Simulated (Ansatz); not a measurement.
Stepwise reaction of `[CH3][InH2]` with hydrogen chloride, as a gas-phase model of exchange steps in deposition or etching. ΔE in kJ/mol.

Calculated with Ansatz (gas phase, PBE0-D4/def2-TZVP geometries, no zero-point term in ΔE). CCSD(T)/CBS is the MP2 limit (def2-TZVPP, def2-QZVPP) plus CCSD(T) − MP2 in def2-TZVPP, frozen cores. This one scheme is used for every species. DFT in def2-TZVPP. B3LYP here is the variant with VWN-RPA as its local correlation; programs differ in this. Elements past krypton have def2 core potentials. For In outer-core shells are correlated without core-valence functions, which leaves a few kJ/mol of doubt a bond.

| step | reaction | PBE-D4 | B3LYP-D4 | ωB97M-V | CCSD(T)/CBS |
| --- | --- | --- | --- | --- | --- |
| 1 | `[CH3][InH2]` + HCl → `[CH3][InH][Cl]` + H₂ | -120.8 | -123.2 | -119.1 | -125.9 |

(1) Give the row of step 2, `[CH3][InH][Cl]` + HCl → `[CH3][In]([Cl])[Cl]` + H₂. (Estimate.)

(2) By hand: ΔE of the 2 steps together at CCSD(T)/CBS.

## Answers

(1) Ansatz gave: 
```
step                                             reaction  PBE-D4  B3LYP-D4  ωB97M-V  CCSD(T)/CBS
   2  `[CH3][InH][Cl]` + HCl → `[CH3][In]([Cl])[Cl]` + H₂   -99.5    -102.1    -99.1       -104.0
```

(2) (-125.9) + (-104.0) = -229.9 kJ/mol, or -115.0 kJ/mol a step.

In ΔE each step is higher than the one before. All are downhill at CCSD(T)/CBS. PBE-D4 differs from CCSD(T)/CBS by 4.5 to 5.1 kJ/mol a step. Isolated molecules leave out the surface, adducts and barriers. Largest T1 diagnostic: 0.013.
